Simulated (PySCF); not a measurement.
## Correlation energy of B (boron, neutral)

[He] 2s1 2p1 3s1, high-spin 4P determinant (an excited configuration). All numbers are calculated (PySCF 2.14, no relativity, point nucleus, in dyall-av3z). Frozen: 1s2; 3 electrons correlated; the 13 highest virtual orbitals of each spin left out.

```
  level  correlation energy (mhartree)
   CCSD                         -10.07
    (T)                          -0.09
CCSD(T)                         -10.16
```

Diagnostics: T1 = 0.010, D1 = 0.0243, largest double amplitude 0.042.

The outer electron is Rydberg-like, and this basis confines it to a smaller radius and binds it less than a complete one would.

Cost of the coupled-cluster step: of the order of 4 core-seconds, for 3 correlated electrons.

Iterations:

```
CC2 = 0
CCSD nocc = (np.int64(3), np.int64(0)), nmo = (57, 57)
frozen orbitals [[0, 58, 59, 60, 61, 62, 63, 64, 65, 66, 67, 68, 69, 70], [0, 58, 59, 60, 61, 62, 63, 64, 65, 66, 67, 68, 69, 70]]
max_cycle = 100
direct = 0
conv_tol = 1e-08
conv_tol_normt = 1e-06
diis_space = 8
diis_start_cycle = 0
Init t2, MP2 energy = -0.00596958437939204
Init E_corr(UCCSD) = -0.00596958437940699
cycle = 1  E_corr(UCCSD) = -0.00806905833043138  dE = -0.00209947395  norm(t1,t2) = 0.0276863
cycle = 2  E_corr(UCCSD) = -0.00897047869472766  dE = -0.000901420364  norm(t1,t2) = 0.0156938
cycle = 3  E_corr(UCCSD) = -0.00997510634302944  dE = -0.00100462765  norm(t1,t2) = 0.00985867
cycle = 4  E_corr(UCCSD) = -0.00996713974325298  dE = 7.96659978e-06  norm(t1,t2) = 0.00397268
cycle = 5  E_corr(UCCSD) = -0.0100644303387115  dE = -9.72905955e-05  norm(t1,t2) = 0.00226007
cycle = 6  E_corr(UCCSD) = -0.0100576851336359  dE = 6.74520508e-06  norm(t1,t2) = 0.000606663
cycle = 7  E_corr(UCCSD) = -0.0100711715123212  dE = -1.34863787e-05  norm(t1,t2) = 0.000162616
cycle = 8  E_corr(UCCSD) = -0.0100663285235618  dE = 4.84298876e-06  norm(t1,t2) = 4.75529e-05
cycle = 9  E_corr(UCCSD) = -0.0100676682496428  dE = -1.33972608e-06  norm(t1,t2) = 1.42496e-05
cycle = 10  E_corr(UCCSD) = -0.0100674424042349  dE = 2.25845408e-07  norm(t1,t2) = 3.00754e-06
cycle = 11  E_corr(UCCSD) = -0.0100674527273238  dE = -1.03230889e-08  norm(t1,t2) = 5.7177e-07
cycle = 12  E_corr(UCCSD) = -0.0100674542053087  dE = -1.47798489e-09  norm(t1,t2) = 1.59511e-07
UCCSD converged
E(UCCSD) = -24.2487261002418  E_corr = -0.01006745420530868
UCCSD(T) correction = -9.05585194765985e-05
```
